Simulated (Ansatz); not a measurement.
A single point on C$_{2}$H$_{7}$AlSSi (`[AlH2][C@H]1C[Si@@H]1S`).

```yaml
crystal:
  periodic: [false, false, false]
  atoms:
    - {symbol: Al, position_ang: [-0.042979, 0.734260, 2.081955]}
    - {symbol: C, position_ang: [-0.499514, 0.707820, 0.223688]}
    - {symbol: C, position_ang: [0.455057, 0.883930, -0.973507]}
    - {symbol: Si, position_ang: [0.193147, -0.871719, -0.513308]}
    - {symbol: S, position_ang: [-1.175545, -2.099968, -1.561604]}
    - {symbol: H, position_ang: [-1.193613, 0.536063, 3.155994]}
    - {symbol: H, position_ang: [1.486479, 0.838273, 2.501909]}
    - {symbol: H, position_ang: [-1.555808, 0.820383, -0.019191]}
    - {symbol: H, position_ang: [-0.000385, 1.238167, -1.893029]}
    - {symbol: H, position_ang: [1.417296, 1.344554, -0.767993]}
    - {symbol: H, position_ang: [1.258480, -1.591722, 0.218862]}
    - {symbol: H, position_ang: [-0.265713, -2.595241, -2.419876]}
basis:
  gaussian: {orbitals: def2-QZVPP}
correlation: {method: mp2}
```

```sh
$ ansatz run in.yaml --threads 4 --pin off --events-out ev --progress --plain
```

It prints (some lines left out):

```
Functional definition: HF
3128 factors; integrals over basis functions are off by at most 9.4e-4 eV
mean field evaluation 1: about -27430.8038 eV, gradient 4.2e1 eV
mean field evaluation 2: about -27430.9630 eV, gradient 4.2e1 eV
mean field evaluation 4: about -27436.0803 eV, gradient 4.5e0 eV
mean field evaluation 8: about -27436.1778 eV, gradient 2.7e-1 eV
mean field -27436.17829835 eV, -1008.2609555547 hartree, gradient 2.6e-6 eV, S^2 0.000000; 0 other end points of the search recorded, 0 dependent functions left out
17 core orbitals not correlated: weight in the atoms' cores, before any rotation towards them, 1.000 or more for the frozen orbitals, at most 0.000 for the correlated occupied ones
reference -27436.17829835 eV, -1008.2609555547 hartree; 14, 14 occupied and 503, 503 virtual orbitals, 3128 factors
second order -21.02462775 eV of doubles, -0.00000000 eV of singles
Total energy: -27457.20292610 eV, -1009.0335963734 hartree
```

It took 30 s on 4 threads of a server CPU on a shared host, with 3.9 GiB of host memory at the peak.
